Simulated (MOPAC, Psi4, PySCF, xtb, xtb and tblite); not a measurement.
Conformational energy of SMILES c1sc(-c2cc(ccc2)C)cc1 (C11H10S). Scanned: dihedral C5–C6–C7–S11; all other coordinates were relaxed at GFN2-xTB. Points at φ and −φ are mirror images.

Atom numbering (GFN2-xTB optimised geometry, Å):
```
22

C     -3.2103     1.2760    -0.5047
C     -2.1243     0.4771     0.1496
C     -2.4119    -0.3258     1.2488
C     -1.4104    -1.0598     1.8580
C     -0.1134    -1.0069     1.3857
C      0.2009    -0.2086     0.2842
C      1.5542    -0.1373    -0.2295
C      2.6826    -0.7734     0.2148
C      3.8357    -0.4651    -0.5333
C      3.5855     0.4041    -1.5454
S      1.9337     0.8643    -1.6050
C     -0.8229     0.5254    -0.3179
H     -2.8417     1.7806    -1.3940
H     -4.0403     0.6299    -0.7869
H     -3.5936     2.0265     0.1861
H     -3.4237    -0.3734     1.6247
H     -1.6426    -1.6811     2.7109
H      0.6548    -1.5862     1.8728
H      2.6979    -1.4456     1.0533
H      4.8085    -0.8742    -0.3250
H      4.2689     0.8077    -2.2659
H     -0.5876     1.1459    -1.1717
```

Methods: GFN2-xTB (xtb and tblite); RKS-B3LYP/3-21G = restricted B3LYP/3-21G, density fitting // GFN2-xTB run with PySCF; GFN1-xTB // GFN2-xTB (xtb); RKS-B3LYP/6-31G* = restricted B3LYP/6-31G*, spherical d, density fitting // GFN2-xTB in PySCF; AM1, restricted, heats of formation // GFN2-xTB (MOPAC); PBE-D3(BJ)/def2-SVP // GFN2-xTB (Psi4).

Energies in eV, each method relative to its own lowest point.

```
φ / °  GFN2-xTB  RKS-B3LYP/3-21G  GFN1-xTB  RKS-B3LYP/6-31G*    AM1  PBE-D3(BJ)/def2-SVP
-----  --------  ---------------  --------  ----------------  -----  -------------------
-150      0.013            0.001     0.014             0.001  0.000                0.003
-120      0.095            0.054     0.096             0.056  0.035                0.086
-90       0.162            0.105     0.159             0.122  0.050                0.168
-60       0.097            0.052     0.096             0.055  0.033                0.086
-30       0.017            0.000     0.016             0.000  0.000                0.004
0         0.005            0.005     0.001             0.019  0.002                0.002
30        0.017            0.000     0.016             0.000  0.000                0.004
60        0.097            0.052     0.096             0.055  0.033                0.086
90        0.162            0.105     0.159             0.122  0.050                0.168
120       0.095            0.054     0.096             0.056  0.035                0.086
150       0.013            0.001     0.014             0.001  0.000                0.003
180       0.000            0.004     0.000             0.018  0.002                0.000
```

Root-mean-square difference from the PBE-D3(BJ)/def2-SVP profile, itself a level with limits, after the best constant shift (eV): GFN2-xTB 0.007, RKS-B3LYP/3-21G 0.023, GFN1-xTB 0.008, RKS-B3LYP/6-31G* 0.022, AM1 0.042.
